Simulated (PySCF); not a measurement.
C₂H₆AlCl, singlet, geometry from GFN2-xTB (such geometries of metal compounds can be far from the true shape); DF-M062X/6-311G** (PySCF).

Here is a job for PySCF.
```python
from pyscf import gto, scf, dft

mol = gto.M(
    atom='''
Al    0.19336810   -0.22362314    0.20469739
C     2.04881583   -0.63261564   -0.39867224
H     2.55571720   -1.37044326    0.22610362
H     2.67493413    0.26590339   -0.40733043
H     2.05971573   -1.01409035   -1.42528396
C    -0.68671713   -0.95115699    1.83877495
H    -1.53792036   -1.59181966    1.58505454
H    -1.09258753   -0.14857686    2.46389001
H    -0.01687042   -1.54313835    2.46532995
Cl   -0.90172744    1.04775891   -0.95349682
''',
    basis='6-311g**',
    verbose=4,
    symmetry=True,
)

mf = dft.RKS(mol)
mf.xc = 'm062x'
mf = mf.density_fit(auxbasis='def2-universal-jkfit')
mf.kernel()
mf.analyze()
```

It wrote (shortened):

```
PySCF version 2.14.0

[INPUT] verbose = 4
[INPUT] num. atoms = 10
[INPUT] num. electrons = 48
[INPUT] charge = 0
[INPUT] spin (= nelec alpha-beta = 2S) = 0
[INPUT] symmetry True subgroup None
[INPUT] Mole.unit = angstrom
[INPUT] Symbol           X                Y                Z      unit          X                Y                Z       unit  Magmom
[INPUT]  1 Al     0.193368100000  -0.223623140000   0.204697390000 AA    0.365412750228  -0.422586489715   0.386822005513 Bohr   0.0
[INPUT]  2 C      2.048815830000  -0.632615640000  -0.398672240000 AA    3.871700798373  -1.195470301716  -0.753381347067 Bohr   0.0
[INPUT]  3 H      2.555717200000  -1.370443260000   0.226103620000 AA    4.829605559840  -2.589762430656   0.427273917573 Bohr   0.0
[INPUT]  4 H      2.674934130000   0.265903390000  -0.407330430000 AA    5.054892906952   0.502484582693  -0.769742954901 Bohr   0.0
[INPUT]  5 H      2.059715730000  -1.014090350000  -1.425283960000 AA    3.892298624159  -1.916353027064  -2.693396334136 Bohr   0.0
[INPUT]  6 C     -0.686717130000  -0.951156990000   1.838774950000 AA   -1.297707300747  -1.797426212566   3.474781060211 Bohr   0.0
[INPUT]  7 H     -1.537920360000  -1.591819660000   1.585054540000 AA   -2.906248281793  -3.008103197098   2.995318973098 Bohr   0.0
[INPUT]  8 H     -1.092587530000  -0.148576860000   2.463890010000 AA   -2.064691198815  -0.280769573848   4.656077319952 Bohr   0.0
[INPUT]  9 H     -0.016870420000  -1.543138350000   2.465329950000 AA   -0.031880473406  -2.916108853813   4.658798412188 Bohr   0.0
[INPUT] 10 Cl    -0.901727440000   1.047758910000  -0.953496820000 AA   -1.704017900605   1.979977384473  -1.801847850444 Bohr   0.0

nuclear repulsion = 190.267162115608
point group symmetry = C1
symmetry origin: [0. 0. 0.]
symmetry axis x: [1. 0. 0.]
symmetry axis y: [0. 1. 0.]
symmetry axis z: [0. 0. 1.]
num. orbitals of irrep A = 124
number of shells = 64
number of NR pGTOs = 203
number of NR cGTOs = 124
basis = 6-311g**
ecp = {}

******** <class 'pyscf.df.df_jk.DFRKS'> ********
method = DFRKS
initial guess = minao
damping factor = 0
level_shift factor = 0
DIIS = <class 'pyscf.scf.diis.CDIIS'>
diis_start_cycle = 1
diis_space = 8
diis_damp = 0
SCF conv_tol = 1e-09
SCF conv_tol_grad = None
SCF max_cycles = 50
direct_scf = False
XC library pyscf.dft.libxc version 7.1.2
    S. Lehtola, C. Steigemann, M. J. T. Oliveira, and M. A. L. Marques,  SoftwareX 7, 1–5 (2018)
XC functionals = m062x
    Y. Zhao and D. G. Truhlar,  Theor. Chem. Acc. 120, 215 (2008)
    Y. Zhao and D. G. Truhlar,  Theor. Chem. Acc. 120, 215 (2008)
radial grids:
    Treutler-Ahlrichs [JCP 102, 346 (1995); DOI:10.1063/1.469408] (M4) radial grids

becke partition: Becke, JCP 88, 2547 (1988); DOI:10.1063/1.454033
pruning grids: <function nwchem_prune>
grids dens level: 3
symmetrized grids: True
atomic radii adjust function: <function treutler_atomic_radii_adjust>
small_rho_cutoff = 0
Set gradient conv threshold to 3.16228e-05
Initial guess from minao.
tot grids = 125144
******** <class 'pyscf.df.df.DF'> ********
auxbasis = def2-universal-jkfit
init E= -782.533092735522
  HOMO = -0.323300296064388  LUMO = -0.0349814305130015  gap/eV = 7.84556
cycle= 1 E= -782.456477979624  delta_E= 0.0766  |g|= 0.401  |ddm|= 2.26
  HOMO = -0.295686063831384  LUMO = -0.0119116652420681  gap/eV = 7.72189
cycle= 2 E= -782.471422946748  delta_E= -0.0149  |g|= 0.331  |ddm|= 0.58
  HOMO = -0.333860412761109  LUMO = -0.0111640638896949  gap/eV = 8.78101
cycle= 3 E= -782.498154808056  delta_E= -0.0267  |g|= 0.0239  |ddm|= 0.258
  HOMO = -0.330849295628688  LUMO = -0.011222334806099  gap/eV = 8.69749
cycle= 4 E= -782.49828631974  delta_E= -0.000132  |g|= 0.0121  |ddm|= 0.0319
  HOMO = -0.331769822244947  LUMO = -0.0115247384886427  gap/eV = 8.71431
cycle= 5 E= -782.498322475927  delta_E= -3.62e-05  |g|= 0.00177  |ddm|= 0.0126
  HOMO = -0.331573246764825  LUMO = -0.011441577718514  gap/eV = 8.71123
cycle= 6 E= -782.498323462068  delta_E= -9.86e-07  |g|= 0.000255  |ddm|= 0.00264
  HOMO = -0.331631745744367  LUMO = -0.0114929653102517  gap/eV = 8.71142
cycle= 7 E= -782.498323488374  delta_E= -2.63e-08  |g|= 9.29e-05  |ddm|= 0.000439
  HOMO = -0.331618083733897  LUMO = -0.0114765831326676  gap/eV = 8.71149
cycle= 8 E= -782.498323491613  delta_E= -3.24e-09  |g|= 1.58e-05  |ddm|= 0.000175
  HOMO = -0.331619646749738  LUMO = -0.011476912788186  gap/eV = 8.71153
cycle= 9 E= -782.498323491733  delta_E= -1.19e-10  |g|= 3.36e-06  |ddm|= 2.85e-05
  HOMO = -0.331619711680427  LUMO = -0.0114769134240351  gap/eV = 8.71153
Extra cycle  E= -782.498323491738  delta_E= -5e-12  |g|= 1.44e-06  |ddm|= 6.62e-06
converged SCF energy = -782.498323491738
**** SCF Summaries ****
Total Energy =                        -782.498323491737551
Nuclear Repulsion Energy =             190.267162115608357
One-electron Energy =                -1457.887750956666878
Two-electron Energy =                  485.122265349320912
Two-electron Coulomb Energy =          545.124995868759811
DFT Exchange-Correlation Energy =      -60.002730519438913
HOMO-LUMO gap [eV] =                     8.711529264877667
**** MO energy ****
MO #1   energy= -102.650988927319  occ= 2
MO #2   energy= -56.8570644332711  occ= 2
MO #3   energy= -10.5125663152431  occ= 2
MO #4   energy= -10.5125600512996  occ= 2
MO #5   energy= -9.79557899860366  occ= 2
MO #6   energy= -7.51793888314884  occ= 2
MO #7   energy= -7.51579589152689  occ= 2
MO #8   energy= -7.51504433953257  occ= 2
MO #9   energy= -4.38983813174197  occ= 2
MO #10  energy= -2.89631006722319  occ= 2
MO #11  energy= -2.89328303696543  occ= 2
MO #12  energy= -2.8899195447155   occ= 2
MO #13  energy= -0.908671888508621 occ= 2
MO #14  energy= -0.773558408651922 occ= 2
MO #15  energy= -0.766323583025178 occ= 2
MO #16  energy= -0.485265665813124 occ= 2
MO #17  energy= -0.46353245328034  occ= 2
MO #18  energy= -0.46116958097549  occ= 2
MO #19  energy= -0.457670209763906 occ= 2
MO #20  energy= -0.455592763100767 occ= 2
MO #21  energy= -0.396983315065201 occ= 2
MO #22  energy= -0.395675638299046 occ= 2
MO #23  energy= -0.386392314468747 occ= 2
MO #24  energy= -0.331619711680427 occ= 2
MO #25  energy= -0.0114769134240351 occ= 0
MO #26  energy= 0.0297266999050536 occ= 0
MO #27  energy= 0.0620213922687947 occ= 0
MO #28  energy= 0.0628408563926568 occ= 0
MO #29  energy= 0.086769496843529  occ= 0
MO #30  energy= 0.129493254219902  occ= 0
MO #31  energy= 0.1375109011196    occ= 0
MO #32  energy= 0.155268691829959  occ= 0
 ** Mulliken pop on meta-lowdin orthogonal AOs  **
 ** Mulliken pop  **
 ** Mulliken atomic charges  **
charge of    0Al =      0.83272
charge of    1C =     -0.63909
charge of    2H =      0.12471
charge of    3H =      0.12939
charge of    4H =      0.12910
charge of    5C =     -0.63908
charge of    6H =      0.12949
charge of    7H =      0.12899
charge of    8H =      0.12474
charge of    9Cl =     -0.32098
Dipole moment(X, Y, Z, Debye):  1.00509, -1.16476,  1.06303
```
